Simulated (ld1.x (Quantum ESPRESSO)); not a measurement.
# Ranking TM potentials for argon (Ar)

All share these settings but for the change named:

ld1.x (Quantum ESPRESSO) 7.5 input, shortened:

```
&input
   title='Ar', zed=18., rel=1, dft='REVPBE', iswitch=3,
   config='[Ar] 3d-2'
 /
 &inputp
   pseudotype=2, tm=.true., lloc=0,
   nlcc=.false.
 /
3
3P  2  1   6.00   0.00  1.35  1.35  0.0
3D  3  2  -2.00   0.30  1.45  1.45  0.0
3S  1  0   2.00   0.00  1.25  1.25  0.0
 &test
   configts(1)='3s2 3p6'
 /
```

Test errors are all-electron minus pseudo excitation energies from the reference, over 3s2 3p5; 3s2 3p4; 3s2 3p3; 3s2 3p5.5; 3s1 3p6; 3s2 3p2. None of these files shows a bound ghost.

The base gives 171.1 meV.

Of 8 variants that were run, those that failed, showed a ghost or another fault, or gave nearly equal values are left out.

A variant can come out equal or close to the base, since the largest error may sit in a test that the change hardly touches while other tests move.

(1) Rank these variants by their largest absolute test error, smallest first.
A. wave 3s (bound): rc 1.25 bohr becomes 3s (bound): rc 1.26 bohr
B. wave 3s (bound): rc 1.25 bohr becomes 3s (bound): rc 1.74 bohr
C. wave 3s (bound): rc 1.25 bohr becomes 3s (bound): rc 0.86 bohr
D. wave 3s (bound): rc 1.25 bohr becomes 3s (bound): rc 1.44 bohr

Results:

(1) A (171.1 meV), D (226.2 meV), C (293.6 meV), B (456.6 meV).
